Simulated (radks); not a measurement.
Problem. Valence configurations of Zr3+ (all share [Kr]). Calculated with a radial shooting solver on a logarithmic mesh with Libxc functionals: non-relativistic Kohn-Sham, SCAN, spin-polarised, spherical densities, point nucleus; open shells are filled with parallel spins first (spin-orbit coupling, left out, can overturn this in heavy ions); meta-GGA in the generalised Kohn-Sham scheme; relativity is left out, which matters for an element this heavy. Order these by energy: 4d1; 5s0.5 5p0.5; 5p1; 4d0.5 5p0.5.

Solution. From the lowest, in eV above it: 4d1 0.000; 4d0.5 5p0.5 5.219; 5s0.5 5p0.5 8.008; 5p1 10.565. NIST lists [Kr] 4d1 as the ground configuration; this level of theory agrees among the configurations tried. The energies are those of spherical high-spin densities, not of single terms. No valid solution was reached for [Kr] 5s1. Relativity is left out, which favours d and f over s occupation in heavy atoms.
